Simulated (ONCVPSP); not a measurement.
**Pseudopotential generation for Ho: ONCV, revPBE, scalar-relativistic.**

ONCVPSP 4.0.1 was run on this input:

```
# ATOM AND REFERENCE CONFIGURATION
# atsym  z   nc   nv     iexc    psfile
  Ho 67.00    8    6  -102130      upf
#
#   n    l    f
    1    0    2.00
    2    0    2.00
    2    1    6.00
    3    0    2.00
    3    1    6.00
    3    2   10.00
    4    0    2.00
    4    1    6.00
    4    2   10.00
    4    3   10.00
    5    0    2.00
    5    1    6.00
    5    2    1.00
    6    0    2.00
#
# PSEUDOPOTENTIAL AND OPTIMIZATION
# lmax
    3
#
#   l,   rc,      ep,       ncon, nbas, qcut
    0    1.85    0.00    3    6    5.00
    1    1.65    0.00    3    7    5.20
    2    0.90    0.00    4    9   18.80
    3    0.90    0.00    4    8   15.40
#
# LOCAL POTENTIAL
# lloc, lpopt,  rc(5),   dvloc0
    3    5    0.90    0.00
#
# VANDERBILT-KLEINMAN-BYLANDER PROJECTORs
# l, nproj, debl
    0    2    2.30
    1    2    0.70
    2    2    0.60
    3    0    1.50
#
# MODEL CORE CHARGE
# icmod, fcfact, rcfact
    0    0.00    0.00
#
# LOG DERIVATIVE ANALYSIS
# epsh1, epsh2, depsh
   -8.00    5.00    0.04
#
# OUTPUT GRID
# rlmax, drl
    6.00    0.01
#
# TEST CONFIGURATIONS
# ncnf
    4
# nvcnf
#   n    l    f
    6
    4    2   10.00
    4    3   11.00
    5    0    2.00
    5    1    6.00
    5    2    0.00
    6    0    2.00
#
    6
    4    2   10.00
    4    3   11.00
    5    0    2.00
    5    1    6.00
    5    2    0.00
    6    0    1.00
#
    6
    4    2   10.00
    4    3   11.00
    5    0    2.00
    5    1    6.00
    5    2    0.00
    6    0    0.00
#
    7
    4    2   10.00
    4    3   11.00
    5    0    2.00
    5    1    6.00
    5    2    0.00
    6    0    1.00
    6    1    1.00
#
```

Command:

```bash
oncvpsp.x < Ho.dat > Ho.out
```

Resulting log (shortened: citation, most of the input echo, consistency checks and plot data are left out):

```
ONCVPSP  (Optimized Norm-Conservinng Vanderbilt PSeudopotential)
scalar-relativistic version 4.0.1

#   n    l    f        energy (Ha)
    1    0    2.00    -2.0399220E+03
    2    0    2.00    -3.4142837E+02
    2    1    6.00    -3.0245676E+02
    3    0    2.00    -7.6487999E+01
    3    1    6.00    -6.4582118E+01
    3    2   10.00    -4.9492026E+01
    4    0    2.00    -1.5329750E+01
    4    1    6.00    -1.1408021E+01
    4    2   10.00    -6.1128305E+00
    4    3   10.00    -3.4328866E-01
    5    0    2.00    -1.9994964E+00
    5    1    6.00    -1.0705937E+00
    5    2    1.00    -7.9168215E-02
    6    0    2.00    -1.5775318E-01

Reference configufation results
  iterations    35
  all-electron total energy (Ha)   -1.26164886D+04

Begin loop to  construct optimized pseudo wave functions
and semi-local pseudopoentials for all angular momenta

Calculating optimized projector #   1

 for l=   0

    Fraction of norm inside rc  0.912736
    Optimizing pswf for qcut=   5.01 a_B^-1,  ecut=  12.53 Ha
    Residual kinetic energy error=  2.08D-04 Ha

    Energy error per electron        Cutoff
         Ha          eV             Ha
         0.01000     0.27211        7.33
         0.00100     0.02721       10.60
         0.00010     0.00272       21.94
         0.00001     0.00027       48.67

Calculating optimized projector #   2

 for l=   0

    Fraction of norm inside rc  0.043172
    Optimizing pswf for qcut=   5.01 a_B^-1,  ecut=  12.53 Ha
    Residual kinetic energy error=  1.21D-04 Ha

    Energy error per electron        Cutoff
         Ha          eV             Ha
         0.01000     0.27211        3.05
         0.00100     0.02721        9.73
         0.00010     0.00272       13.11
         0.00001     0.00027       32.03

WARNING wellstate: negative energy specified for n= 6 l=  1
WARNING scattering state with energy  0.25000000
WARNING will be used for the first projector

   Wellstate for l =  1  n =  6
     eigenvalue =   0.2500
     asymptotic potential =   0.7500
     half-point radius =  4.1714

Calculating optimized projector #   1

 for l=   1

    Fraction of norm inside rc  0.677348
    Optimizing pswf for qcut=   5.20 a_B^-1,  ecut=  13.55 Ha
    Residual kinetic energy error=  7.17D-04 Ha

    Energy error per electron        Cutoff
         Ha          eV             Ha
         0.01000     0.27211        5.78
         0.00100     0.02721       12.45
         0.00010     0.00272       56.90

Calculating optimized projector #   2

 for l=   1

    Fraction of norm inside rc  0.088593
    Optimizing pswf for qcut=   5.20 a_B^-1,  ecut=  13.55 Ha
    Residual kinetic energy error=  3.74D-04 Ha

    Energy error per electron        Cutoff
         Ha          eV             Ha
         0.01000     0.27211        5.26
         0.00100     0.02721       10.45
         0.00010     0.00272       22.05
         0.00001     0.00027       55.87

Calculating optimized projector #   1

 for l=   2

    Fraction of norm inside rc  0.904387
    Optimizing pswf for qcut=  18.79 a_B^-1,  ecut= 176.53 Ha
    Residual kinetic energy error=  1.27D-07 Ha

    Energy error per electron        Cutoff
         Ha          eV             Ha
         0.01000     0.27211      102.11
         0.00100     0.02721      122.95
         0.00010     0.00272      140.31
         0.00001     0.00027      154.52

Calculating optimized projector #   2

 for l=   2

    Fraction of norm inside rc  0.020229
    Optimizing pswf for qcut=  18.79 a_B^-1,  ecut= 176.53 Ha
    Residual kinetic energy error=  1.76D-08 Ha

    Energy error per electron        Cutoff
         Ha          eV             Ha
         0.01000     0.27211       74.19
         0.00100     0.02721      100.06
         0.00010     0.00272      122.33
         0.00001     0.00027      140.92

Calculating optimized projector #   1

 for l=   3

    Fraction of norm inside rc  0.693703
    Optimizing pswf for qcut=  15.39 a_B^-1,  ecut= 118.50 Ha
    Residual kinetic energy error=  3.55D-03 Ha

    Energy error per electron        Cutoff
         Ha          eV             Ha
         0.01000     0.27211      110.18
         0.00100     0.02721      221.88
         0.00010     0.00272      344.90
         0.00001     0.00027      529.70

Construct Vanderbilt / Kleinmman-Bylander projectors

B matrix Hermiticity error, ll=   0
   1   2    1.6738E-04

  Orthonormal projector coefficients  3.2714E+01  1.5938E+00

B matrix Hermiticity error, ll=   1
   1   2    1.4515E-04

  Orthonormal projector coefficients  2.3888E+01  1.6835E+00

B matrix Hermiticity error, ll=   2
   1   2    1.2872E-03

  Orthonormal projector coefficients  9.6388E+00 -7.0370E+00

Pseudoatom total energy -500.976048

Diagnostic tests using Vanderbilt-Kleinman-Bylander pseudopotentials
  1 or more projectors used as specified by nproj input data

   l    rcore       rmatch      e in        delta e   norm test  slope test

   0   1.8573817   1.9137758  -1.9994964   0.0000415   1.0001772   1.0001926
   0   1.8573817   1.9137758  -0.1577532   0.0000022   1.0000325   1.0000315

   1   1.6578282   1.7081635  -1.0705937   0.0000802   1.0001304   1.0002554
   1   1.6578282   1.7081635   0.2500000   0.0000304   1.0003231   1.0003231

   2   0.9006281   0.9279731  -6.1128305  -0.0000859   1.0006921   1.0007464
   2   0.9006281   0.9279731  -0.0791682   0.0000595   1.0004338   1.0004065

   3   0.9006281   0.9279731  -0.3432887   0.0000628   1.0000164   0.9999326

 Testing for bound ghosts
   n   l    E NL Schr. Eq   E Basis Diag.   E Cutoff

       0                      -19.270619     37.17  WARNING - GHOST(-)
   1   0       -1.999455       -1.985008     37.17
   2   0       -0.157751       -0.092916     37.17

       1                       -8.883247     80.90  WARNING - GHOST(-)
   2   1       -1.070514       -1.067284     80.90

   3   2       -6.112916       -6.112894    548.51
   4   2       -0.079109        0.390422    548.51

 Testing for highly-localized positive-energy ghosts
       l    <radius>/rc     E Basis Diag.   E Cutoff

       0        0.892392        4.588041     37.17  WARNING - GHOST(+)

Test configuration 0

   n   l     f        eae           eps        diff
   1   0  2.0000-2039.92198847
   2   0  2.0000 -341.42837464
   2   1  6.0000 -302.45675872
   3   0  2.0000  -76.48799869
   3   1  6.0000  -64.58211751
   3   2 10.0000  -49.49202572
   4   0  2.0000  -15.32974979
   4   1  6.0000  -11.40802071
   4   2 10.0000   -6.11283045   -6.11291635   -8.59D-05
   4   3 10.0000   -0.34328866   -0.34322590    6.28D-05
   5   0  2.0000   -1.99949637   -1.99945492    4.15D-05
   5   1  6.0000   -1.07059374   -1.07051356    8.02D-05
   5   2  1.0000   -0.07916821   -0.07910873    5.95D-05
   6   0  2.0000   -0.15775318   -0.15775100    2.18D-06

    Total energies and differences
      AE_ref= -1.26164886D+04  AE_tst= -1.26164886D+04  dif=  0.00D+00
      PS_ref= -5.00976048D+02  PS_tst= -5.00976048D+02  dif=  1.19D-12
      PSP excitation error= -1.19D-12

Test configuration 1

   n   l     f        eae           eps        diff
   1   0  2.0000-2039.67923204
   2   0  2.0000 -341.16739311
   2   1  6.0000 -302.19843515
   3   0  2.0000  -76.19912583
   3   1  6.0000  -64.29375776
   3   2 10.0000  -49.20636302
   4   0  2.0000  -15.05214161
   4   1  6.0000  -11.13561974
   4   2 10.0000   -5.84881596   -5.84636882    2.45D-03
   4   3 11.0000   -0.11457520   -0.11607348   -1.50D-03
   5   0  2.0000   -1.85123403   -1.84164718    9.59D-03
   5   1  6.0000   -0.95044888   -0.95022174    2.27D-04
   6   0  2.0000   -0.13733637   -0.13697727    3.59D-04

    Total energies and differences
      AE_ref= -1.26164886D+04  AE_tst= -1.26166598D+04  dif= -1.71D-01
      PS_ref= -5.00976048D+02  PS_tst= -5.01146187D+02  dif= -1.70D-01
      PSP excitation error= -1.06D-03

Test configuration 2

   n   l     f        eae           eps        diff
   1   0  2.0000-2039.91797465
   2   0  2.0000 -341.40513951
   2   1  6.0000 -302.43631632
   3   0  2.0000  -76.43557019
   3   1  6.0000  -64.53022805
   3   2 10.0000  -49.44295301
   4   0  2.0000  -15.28907731
   4   1  6.0000  -11.37275153
   4   2 10.0000   -6.08622165   -6.08418305    2.04D-03
   4   3 11.0000   -0.35248242   -0.35431255   -1.83D-03
   5   0  2.0000   -2.09169972   -2.08174998    9.95D-03
   5   1  6.0000   -1.19047340   -1.19002116    4.52D-04
   6   0  1.0000   -0.32418969   -0.32349887    6.91D-04

    Total energies and differences
      AE_ref= -1.26164886D+04  AE_tst= -1.26164304D+04  dif=  5.82D-02
      PS_ref= -5.00976048D+02  PS_tst= -5.00917706D+02  dif=  5.83D-02
      PSP excitation error= -9.50D-05

Test configuration 3

   n   l     f        eae           eps        diff
   1   0  2.0000-2040.19996229
   2   0  2.0000 -341.68530392
   2   1  6.0000 -302.71667266
   3   0  2.0000  -76.71368685
   3   1  6.0000  -64.80838139
   3   2 10.0000  -49.72128936
   4   0  2.0000  -15.56793659
   4   1  6.0000  -11.65189308
   4   2 10.0000   -6.36574123   -6.36431415    1.43D-03
   4   3 11.0000   -0.63227427   -0.63452654   -2.25D-03
   5   0  2.0000   -2.37449646   -2.36387595    1.06D-02
   5   1  6.0000   -1.47106890   -1.47013503    9.34D-04

    Total energies and differences
      AE_ref= -1.26164886D+04  AE_tst= -1.26160009D+04  dif=  4.88D-01
      PS_ref= -5.00976048D+02  PS_tst= -5.00489003D+02  dif=  4.87D-01
      PSP excitation error=  7.07D-04

Test configuration 4

psatom: WARNING lschvkbb convergence error n,l,iter=   3   1  57
ea(ii),et,emin,emax -6.534768E-02 -6.535338E-02 -6.535446E-02 -6.535338E-02
run_config: WARNING for fully non-local PS atom, stg. 2
 WARNING no output for configuration 5
```

Note: ghosts flagged at negative energy: s at -524.4 eV, p at -241.7 eV; GHOST(+) flagged for s at 124.8 eV. A true bound ghost makes a file unfit for plane-wave use.

The run took about 6.3 s on one core of a shared server CPU.
